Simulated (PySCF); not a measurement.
Molfile (atoms numbered from 1):
```
C7H15P
     RDKit          3D

 23 22  0  0  0  0  0  0  0  0999 V2000
   -4.4175   -0.0494    0.2482 C   0  0  0  0  0  0  0  0  0  0  0  0
   -3.2809   -0.5638   -0.6315 C   0  0  0  0  0  0  0  0  0  0  0  0
   -1.9357   -0.0971   -0.1734 C   0  0  0  0  0  0  0  0  0  0  0  0
   -0.9041    0.8294   -1.1074 P   0  0  0  0  0  0  0  0  0  0  0  0
    0.5705    1.0449    0.0111 C   0  0  0  0  0  0  0  0  0  0  0  0
    1.7128    0.0920   -0.3315 C   0  0  0  0  0  0  0  0  0  0  0  0
    2.9567    0.3101    0.5209 C   0  0  0  0  0  0  0  0  0  0  0  0
    4.0954   -0.6356    0.1743 C   0  0  0  0  0  0  0  0  0  0  0  0
   -4.4581    1.0504    0.2302 H   0  0  0  0  0  0  0  0  0  0  0  0
   -4.2845   -0.3604    1.2966 H   0  0  0  0  0  0  0  0  0  0  0  0
   -5.3902   -0.4335   -0.0950 H   0  0  0  0  0  0  0  0  0  0  0  0
   -3.4471   -0.2628   -1.6794 H   0  0  0  0  0  0  0  0  0  0  0  0
   -3.2923   -1.6697   -0.6235 H   0  0  0  0  0  0  0  0  0  0  0  0
   -1.6593   -0.3813    0.8534 H   0  0  0  0  0  0  0  0  0  0  0  0
    0.2643    0.9224    1.0635 H   0  0  0  0  0  0  0  0  0  0  0  0
    0.9143    2.0880   -0.1021 H   0  0  0  0  0  0  0  0  0  0  0  0
    1.9780    0.1978   -1.3993 H   0  0  0  0  0  0  0  0  0  0  0  0
    1.3634   -0.9492   -0.2151 H   0  0  0  0  0  0  0  0  0  0  0  0
    2.6880    0.1963    1.5861 H   0  0  0  0  0  0  0  0  0  0  0  0
    3.2926    1.3560    0.4083 H   0  0  0  0  0  0  0  0  0  0  0  0
    4.9777   -0.4573    0.8066 H   0  0  0  0  0  0  0  0  0  0  0  0
    4.4085   -0.5154   -0.8754 H   0  0  0  0  0  0  0  0  0  0  0  0
    3.7964   -1.6876    0.3092 H   0  0  0  0  0  0  0  0  0  0  0  0
  1  2  1  0
  2  3  1  0
  3  4  2  0
  4  5  1  0
  5  6  1  0
  6  7  1  0
  7  8  1  0
  1  9  1  0
  1 10  1  0
  1 11  1  0
  2 12  1  0
  2 13  1  0
  3 14  1  0
  5 15  1  0
  5 16  1  0
  6 17  1  0
  6 18  1  0
  7 19  1  0
  7 20  1  0
  8 21  1  0
  8 22  1  0
  8 23  1  0
M  END
```

Geometry: PBE0-D3(BJ)/def2-SVP; GIAO shifts from PySCF 2.14.0 with density-fitted response routines, gas phase, non-relativistic, averaged over equivalent atoms.

At PBE/pcSseg-1 (218 basis functions, 49 s wall time on 1 thread of an Arm Neoverse V2, shared host):
```csv
atoms,δ (ppm)
C3,205.4
C5,42.9
C6,37.4
C2,36.3
C7,31.5
C1,19.1
C8,16.8
P4,277.4
H14,8.69
H12/H13,2.58
H15/H16,1.96
H19/H20,1.31
H17/H18,1.17
H9/H10/H11,1.10
H21/H22/H23,1.02
```

Shifts are taken against calculated references (same method and geometry level): 13C (180.03 ppm) and 1H (31.20 ppm) vs TMS; 31P (295.64 ppm) against H3PO4.

Predict the values at PBE0/pcSseg-1 on the same geometry.

## Answers


```json
{"atoms": "C3", "δ at PBE0/pcSseg-1": "210.1", "change": "+4.7"}
{"atoms": "C5", "δ at PBE0/pcSseg-1": "39.8", "change": "-3.1"}
{"atoms": "C6", "δ at PBE0/pcSseg-1": "35.2", "change": "-2.2"}
{"atoms": "C2", "δ at PBE0/pcSseg-1": "33.9", "change": "-2.4"}
{"atoms": "C7", "δ at PBE0/pcSseg-1": "29.3", "change": "-2.2"}
{"atoms": "C1", "δ at PBE0/pcSseg-1": "18.7", "change": "-0.4"}
{"atoms": "C8", "δ at PBE0/pcSseg-1": "16.4", "change": "-0.4"}
{"atoms": "P4", "δ at PBE0/pcSseg-1": "284.6", "change": "+7.2"}
{"atoms": "H14", "δ at PBE0/pcSseg-1": "8.76", "change": "+0.07"}
{"atoms": "H12/H13", "δ at PBE0/pcSseg-1": "2.49", "change": "-0.09"}
{"atoms": "H15/H16", "δ at PBE0/pcSseg-1": "1.85", "change": "-0.11"}
{"atoms": "H19/H20", "δ at PBE0/pcSseg-1": "1.23", "change": "-0.08"}
{"atoms": "H17/H18", "δ at PBE0/pcSseg-1": "1.10", "change": "-0.07"}
{"atoms": "H9/H10/H11", "δ at PBE0/pcSseg-1": "1.08", "change": "-0.02"}
{"atoms": "H21/H22/H23", "δ at PBE0/pcSseg-1": "1.01", "change": "-0.01"}
```

Scale: TMS for 13C (σref 184.41), 1H (σref 31.27); 31P (σref 310.13) against H3PO4 (reference shieldings calculated alike).

The largest change is at P4 (phosphorus bonded to 2 C). Cost: 218 basis functions, 39 s wall time on 1 thread of an Arm Neoverse V2, shared host. The order of the carbon signals is the same at both levels.

Experimental scales use liquid or dissolved standards, which lie at an offset from isolated H3PO4.
